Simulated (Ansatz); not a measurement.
`[CH3][AlH][BH]O` + CH₃SH → `[CH3][AlH][S]C` + `BO` at 298.15 K and 1 bar (cleavage of the Al–B bond).

Computed with Ansatz on PBE0-D4/def2-TZVP structures; ΔE is electronic, products minus reactants. CCSD(T)/CBS adds triple-zeta CCSD(T) − MP2 to the extrapolated MP2 energy (def2 sets, frozen cores). This one scheme is used for every species. Each species was taken in one conformer, which may not be the lowest.

```json
{"species": "`[CH3][AlH][BH]O`", "CCSD(T)/CBS energy (Eh)": "-383.66285", "H − E (kJ/mol)": "203.5", "S (J/(mol·K))": "353.1"}
{"species": "CH₃SH", "CCSD(T)/CBS energy (Eh)": "-438.22835", "H − E (kJ/mol)": "133.0", "S (J/(mol·K))": "253.2"}
{"species": "`[CH3][AlH][S]C`", "CCSD(T)/CBS energy (Eh)": "-720.14936", "H − E (kJ/mol)": "236.7", "S (J/(mol·K))": "362.2"}
{"species": "`BO`", "CCSD(T)/CBS energy (Eh)": "-101.80414", "H − E (kJ/mol)": "103.5", "S (J/(mol·K))": "230.4"}
```

H − E and S are ideal-gas, rigid-rotor, harmonic terms from PBE0-D4/def2-TZVP, for one conformer and one mirror image of each species. 1 Eh = 2625.50 kJ/mol, R = 8.31446 J/(mol·K).

Q: By hand: ΔE, ΔH, ΔS and ΔG.

A: ΔE = (-720.14936) + (-101.80414) − (-383.66285) − (-438.22835) = -0.06230 Eh = -163.6 kJ/mol. Δ(H − E) = 236.7 + 103.5 − 203.5 − 133.0 = 3.7, so ΔH = -159.9 kJ/mol. ΔS = 362.2 + 230.4 − 353.1 − 253.2 = -13.7 J/(mol·K). ΔG = -159.9 − 298.15 × (-13.7)/1000 = -155.8 kJ/mol.

Q: By hand: the equilibrium constant, and the temperature at which ΔG would vanish if ΔH and ΔS stayed fixed.

A: log₁₀ K = −ΔG/(RT ln 10) = 27.3. ΔG = 0 at ΔH/ΔS = 11672 K, far beyond where these terms or the molecules hold.

The number of gas molecules stays the same, so ΔS is small and ΔH decides. A doubt of 5 kJ/mol in ΔE shifts log₁₀ K by 0.9 here. Other conformers and mirror images would add mixing entropy, several J/(mol·K) or more a flexible species. Modes under 60 cm⁻¹, often nearly free rotors, make the harmonic entropy too high. These are equilibria of isolated gas molecules and say nothing of rates. Largest T1 diagnostic: 0.014 (customary marks: 0.02 for closed shells, 0.045 for open ones).
